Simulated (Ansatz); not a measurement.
Computed with Ansatz on PBE0-D4/def2-TZVP structures; ΔE is electronic, products minus reactants. CCSD(T)/CBS adds triple-zeta CCSD(T) − MP2 to the extrapolated MP2 energy (def2 sets, frozen cores). This one scheme is used for every species. DFT in def2-TZVPP. B3LYP here is the variant with VWN-RPA as its local correlation; programs differ in this. One conformer a species, not always the lowest.

`C=C=C[SiH2]C` + `C#CF` → `C=C=C[SiH](C)F` + `C#C`  (formal exchange of groups at the Si–H bond)

| level | ΔE (kcal/mol) | difference from CCSD(T)/CBS |
| --- | --- | --- |
| PBE-D4 | -60.8 | 8.6 |
| r2SCAN-D4 | -65.7 | 3.7 |
| PBE0-D4 | -62.9 | 6.5 |
| B3LYP-D4 | -65.5 | 3.9 |
| ωB97X-V | -65.3 | 4.1 |
| ωB97M-V | -66.6 | 2.8 |
| B2PLYP | -67.4 | 2.0 |
| PBE | -60.7 | 8.7 |
| r2SCAN | -65.7 | 3.7 |
| PBE0 | -62.8 | 6.6 |
| B3LYP | -65.3 | 4.1 |
| HF/def2-TZVPP | -69.4 | 0.0 |
| MP2/def2-TZVPP | -69.7 | -0.3 |
| SCS-MP2/def2-TZVPP | -69.1 | 0.3 |
| CCSD/def2-TZVPP | -68.2 | 1.2 |
| CCSD(T)/def2-TZVPP | -67.8 | 1.6 |
| HF/def2-QZVPP | -69.9 | -0.5 |
| MP2/def2-QZVPP | -70.9 | -1.5 |
| SCS-MP2/def2-QZVPP | -70.2 | -0.8 |
| HF/CBS(def2) | -69.9 | -0.5 |
| MP2/CBS(def2) | -71.4 | -2.0 |
| CCSD/CBS(def2) | -69.9 | -0.5 |
| CCSD(T)/CBS | -69.4 | 0 |

Largest T1 diagnostic among the species: 0.013.

From PBE to PBE0 (25 % exact exchange), in def2-TZVPP and without D4, ΔE moves by −2.1 kcal/mol.
